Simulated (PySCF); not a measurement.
PySCF input (CCSD(T)/cc-pVDZ):

```python
from pyscf import gto, scf, mp, cc as ccmod

mol = gto.M(
    atom='''
    Al   -0.04037321   -0.69294089   -0.17704823
    O     1.07995207    0.57144443   -0.81300062
    H     0.97256644    1.45638026   -0.44126274
    O    -1.03343149    0.22700596    1.01700681
    H    -0.81987926    1.16424813    1.11084024
    ''',
    basis='cc-pvdz',
    charge=-1,
    spin=0,
    verbose=4,
)

mf = scf.RHF(mol)
mf.conv_tol = 1e-10
mf.max_cycle = 100
mf.kernel()
mp2 = mp.MP2(mf, frozen=7).run()
cc = ccmod.CCSD(mf, frozen=7)
cc.max_cycle = 100
cc.kernel()
et = cc.ccsd_t()
print(f'E(CCSD(T)) = {cc.e_tot + et:.9f}')
```

Output:

```
PySCF version 2.14.0

[INPUT] verbose = 4
[INPUT] num. atoms = 5
[INPUT] num. electrons = 32
[INPUT] charge = -1
[INPUT] spin (= nelec alpha-beta = 2S) = 0
[INPUT] symmetry False subgroup None
[INPUT] Mole.unit = angstrom
[INPUT] Symbol           X                Y                Z      unit          X                Y                Z       unit  Magmom
[INPUT]  1 Al    -0.040373210000  -0.692940890000  -0.177048230000 AA   -0.076294309670  -1.309468502612  -0.334572665539 Bohr   0.0
[INPUT]  2 O      1.079952070000   0.571444430000  -0.813000620000 AA    2.040813639957   1.079873468108  -1.536348510902 Bohr   0.0
[INPUT]  3 H      0.972566440000   1.456380260000  -0.441262740000 AA    1.837884209543   2.752159824623  -0.833865727575 Bohr   0.0
[INPUT]  4 O     -1.033431490000   0.227005960000   1.017006810000 AA   -1.952902484601   0.428979093044   1.921864337718 Bohr   0.0
[INPUT]  5 H     -0.819879260000   1.164248130000   1.110840240000 AA   -1.549347256611   2.200110106737   2.099183821746 Bohr   0.0

nuclear repulsion = 90.8033979045551
number of shells = 21
number of NR pGTOs = 107
number of NR cGTOs = 56
basis = cc-pvdz
ecp = {}

******** <class 'pyscf.scf.hf.RHF'> ********
method = RHF
initial guess = minao
damping factor = 0
level_shift factor = 0
DIIS = <class 'pyscf.scf.diis.CDIIS'>
diis_start_cycle = 1
diis_space = 8
diis_damp = 0
SCF conv_tol = 1e-10
SCF conv_tol_grad = None
SCF max_cycles = 100
direct_scf = True
direct_scf_tol = 1e-13
Set gradient conv threshold to 1e-05
Initial guess from minao.
init E= -392.651584287995
  HOMO = -0.19645904631131  LUMO = 0.0431191840673391  gap/eV = 6.51926
cycle= 1 E= -392.72382911576  delta_E= -0.0722  |g|= 0.851  |ddm|= 1.89
  HOMO = -0.0109974233059509  LUMO = 0.304789762517217  gap/eV = 8.59301
cycle= 2 E= -392.822714584051  delta_E= -0.0989  |g|= 0.585  |ddm|= 1.06
  HOMO = -0.0349839687194278  LUMO = 0.286193377117884  gap/eV = 8.73968
cycle= 3 E= -392.88530733203  delta_E= -0.0626  |g|= 0.04  |ddm|= 0.346
  HOMO = -0.0416510653166489  LUMO = 0.282015912294885  gap/eV = 8.80743
cycle= 4 E= -392.886567741915  delta_E= -0.00126  |g|= 0.0109  |ddm|= 0.11
  HOMO = -0.0399168109868508  LUMO = 0.282318175293981  gap/eV = 8.76846
cycle= 5 E= -392.886694202559  delta_E= -0.000126  |g|= 0.00289  |ddm|= 0.0395
  HOMO = -0.0396229618629356  LUMO = 0.282217023460883  gap/eV = 8.75771
cycle= 6 E= -392.886704279965  delta_E= -1.01e-05  |g|= 0.000639  |ddm|= 0.0123
  HOMO = -0.039570874518164  LUMO = 0.282260497631756  gap/eV = 8.75748
cycle= 7 E= -392.886704759203  delta_E= -4.79e-07  |g|= 0.000125  |ddm|= 0.0028
  HOMO = -0.0395618344088478  LUMO = 0.282251533791512  gap/eV = 8.75699
cycle= 8 E= -392.886704773106  delta_E= -1.39e-08  |g|= 2.57e-05  |ddm|= 0.000378
  HOMO = -0.0395607392178023  LUMO = 0.28225225424431  gap/eV = 8.75698
cycle= 9 E= -392.8867047736  delta_E= -4.94e-10  |g|= 5.18e-06  |ddm|= 7.03e-05
  HOMO = -0.0395611269570946  LUMO = 0.282251852151217  gap/eV = 8.75698
cycle= 10 E= -392.886704773621  delta_E= -2.07e-11  |g|= 1.08e-06  |ddm|= 1.83e-05
  HOMO = -0.0395611304361303  LUMO = 0.282251867597777  gap/eV = 8.75698
Extra cycle  E= -392.886704773622  delta_E= -1.31e-12  |g|= 5.15e-07  |ddm|= 2.25e-06
converged SCF energy = -392.886704773622

******** <class 'pyscf.mp.mp2.RMP2'> ********
nocc = 9, nmo = 49
frozen orbitals 7
E(RMP2) = -393.334512224394  E_corr = -0.447807450772467
E(SCS-RMP2) = -393.323639934676  E_corr = -0.436935161054152
E_corr(same-spin) = -0.115885130622471
E_corr(oppo-spin) = -0.331922320149996

******** <class 'pyscf.cc.ccsd.CCSD'> ********
CC2 = 0
CCSD nocc = 9, nmo = 49
frozen orbitals 7
max_cycle = 100
direct = 0
conv_tol = 1e-07
conv_tol_normt = 1e-05
diis_space = 6
diis_start_cycle = 0
diis_start_energy_diff = 1e+09
Init t2, MP2 energy = -393.334512221899  E_corr(MP2) -0.447807448276906
Init E_corr(CCSD) = -0.447807448277035
cycle = 1  E_corr(CCSD) = -0.451376858305425  dE = -0.00356941003  norm(t1,t2) = 0.0692183
cycle = 2  E_corr(CCSD) = -0.463436015485104  dE = -0.0120591572  norm(t1,t2) = 0.024913
cycle = 3  E_corr(CCSD) = -0.464515657261444  dE = -0.00107964178  norm(t1,t2) = 0.0137799
cycle = 4  E_corr(CCSD) = -0.466893924499324  dE = -0.00237826724  norm(t1,t2) = 0.00596689
cycle = 5  E_corr(CCSD) = -0.466867116169763  dE = 2.68083296e-05  norm(t1,t2) = 0.00127655
cycle = 6  E_corr(CCSD) = -0.466773609518382  dE = 9.35066514e-05  norm(t1,t2) = 0.000563207
cycle = 7  E_corr(CCSD) = -0.466768539661662  dE = 5.06985672e-06  norm(t1,t2) = 0.000175805
cycle = 8  E_corr(CCSD) = -0.46677777142543  dE = -9.23176377e-06  norm(t1,t2) = 6.0869e-05
cycle = 9  E_corr(CCSD) = -0.466776786592602  dE = 9.84832828e-07  norm(t1,t2) = 2.35837e-05
cycle = 10  E_corr(CCSD) = -0.466776981477215  dE = -1.94884614e-07  norm(t1,t2) = 8.74636e-06
cycle = 11  E_corr(CCSD) = -0.466777077426355  dE = -9.594914e-08  norm(t1,t2) = 2.89643e-06
CCSD converged
E(CCSD) = -393.3534818510482  E_corr = -0.4667770774263552
CCSD(T) correction = -0.0103419592690393
E(CCSD(T)) = -393.363823810
```
